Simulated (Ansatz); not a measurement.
Cd₄O₄⁻. Total charge -1; doublet. Geometry PBE-D4/def2-SVPD.

```xyz
8

Cd   -1.7454    2.7943    0.6709
Cd    3.0144   -1.3796    0.4696
Cd   -0.0738    0.1113   -0.0405
Cd   -2.0613    0.9647   -2.4500
O    -2.1328   -0.3507    0.4422
O     1.9243    0.1505   -0.2671
O    -3.0979    0.5048    0.0400
O     4.1726   -2.7954    1.1349
```

In the def2 sets Cd takes a core potential; there is no spin–orbit coupling. The structure holds one bond between oxygen atoms, so isomers without such links may lie far lower. At LDA (SPW92)/def2-TZVPD, PBE-D4/def2-TZVPD, r2SCAN-D4/def2-TZVPD the gap within one spin of the charge -1 doublet nearly closes, so an electron or hole may be smeared out by delocalisation error. Another isomer (doublet) lies 1.42 eV lower at PBE0-D4/def2-TZVPD; other spin states weren't run for this one.

(1) Estimate the α-spin orbital energies around the gap (eV) in Ansatz with LDA (SPW92)/def2-TZVPD, PBE-D4/def2-TZVPD, r2SCAN-D4/def2-TZVPD, PBE0-D4/def2-TZVPD.

Answers

(1) 
```tsv
orbital	LDA (SPW92)/def2-TZVPD	PBE-D4/def2-TZVPD	r2SCAN-D4/def2-TZVPD	PBE0-D4/def2-TZVPD
HOMO−9	-4.85	-4.48	-4.66	-5.67
HOMO−8	-3.86	-3.53	-3.74	-4.72
HOMO−7	-3.54	-3.20	-3.35	-4.58
HOMO−6	-3.15	-2.87	-3.17	-4.31
HOMO−5	-3.12	-2.78	-3.01	-4.18
HOMO−4	-2.87	-2.56	-2.75	-3.76
HOMO−3	-2.31	-2.00	-2.47	-3.32
HOMO−2	-2.17	-1.98	-2.19	-3.27
HOMO−1	-2.00	-1.78	-2.10	-2.65
HOMO	-1.68	-1.41	-1.76	-2.16
LUMO	-0.33	-0.03	0.05	0.35
LUMO+1	0.66	0.91	1.06	1.23
LUMO+2	1.15	1.40	1.56	1.75
LUMO+3	1.22	1.47	1.65	2.08
LUMO+4	1.59	1.81	2.13	2.19
LUMO+5	2.04	2.29	2.57	2.72
β HOMO	-1.38	-1.02	-0.92	-1.00
β LUMO	-1.31	-0.95	-0.86	-0.41
```
